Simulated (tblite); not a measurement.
C₅H₉BrO.
SMILES with atom numbers: `[CH3:1][O:2][CH2:3]/[CH:4]=[CH:5]\[CH2:6][Br:7]` (hydrogens: H8, H9, H10 on C1; H11, H12 on C3; H13 on C4; H14 on C5; H15, H16 on C6)

Computed with GFN2-xTB (tblite), gas phase: nudged elastic band of 9 images (0 to 8), spring 0.2 eV/Å², climbing image at the end, force threshold 0.05 eV/Å. No saddle search or frequency run followed, so the top image need not be a first-order saddle, and its height can exceed the method's true barrier by a kcal/mol or more.

The band describes a rotation about C3–O2 (sp3 carbon bound to oxygen, ether oxygen), followed by the dihedral C4–C3–O2–C1, from the optimised start (-177°) to a second optimised geometry at -75°.

Question: How does the energy change from image to image?

Answer: 
| image | dihedral (°) | E (kcal/mol) | C3–O2 (Å) | C4···C1 (Å) | largest true force (eV/Å) |
| --- | --- | --- | --- | --- | --- |
| 0 | -177 | 0.00 | 1.406 | 3.64 | 0.01 |
| 1 | -164 | 0.26 | 1.408 | 3.63 | 0.03 |
| 2 | -151 | 0.80 | 1.410 | 3.59 | 0.04 |
| 3 | -137 | 1.37 | 1.413 | 3.54 | 0.03 |
| 4 | -123 | 1.58 | 1.414 | 3.46 | 0.02 |
| 5 | -108 | 1.26 | 1.413 | 3.36 | 0.03 |
| 6 | -94 | 0.59 | 1.410 | 3.24 | 0.04 |
| 7 | -79 | 0.05 | 1.408 | 3.08 | 0.04 |
| 8 | -75 | -0.21 | 1.407 | 3.03 | 0.01 |

Barriers of this band. The top is image 4 at -123°: 1.58 kcal/mol forward and 1.79 kcal/mol back; the end lies 0.21 kcal/mol below the start. The central bond is 0.008 Å longer at the top than at the start.

Other torsions move too; by image: O2–C3–C4–C5 (-172, -172, -172, -171, -170, -169, -169, -170, 171°).

Question: What rate follows at 250 K for crossing this barrier forward?

Answer: Taking the electronic barrier for the free energy of activation (no zero-point or entropy terms, transmission 1), rate = (kT/h)·exp(−ΔE/kT) ≈ 2 × 10^11 s⁻¹, whose inverse is 5 × 10^-12 s. An error of 1 kcal/mol in the barrier changes this by a factor of 7, and the method and the loose band can each miss by that much or more. The barrier is only 3.2 kT, where transition-state theory is rough.

Question: How would the two end points share their population at 250 K, from these energies alone?

Answer: exp(−ΔE/kT) with ΔE = 0.009 eV gives 0.66 for the higher one (start) against 1 for the lower, without vibrational, rotational or degeneracy terms. GFN2-xTB can put conformers this close in the wrong order.

Question: How long is the path, and how are the images spaced?

Answer: Cartesian distances between aligned neighbours (all atoms, Å): 0.48, 0.46, 0.46, 0.46, 0.47, 0.49, 0.59, 1.03; the sum is 4.45 Å, and the top lies 42 % of the way along.

The cost below is that of the whole band run. The run took 9.5 s wall on one thread, AMD EPYC (x86_64), no GPU, shared host with 64 logical CPUs at a one-minute load of 43, and the process peaked at 0.19 GiB of memory.
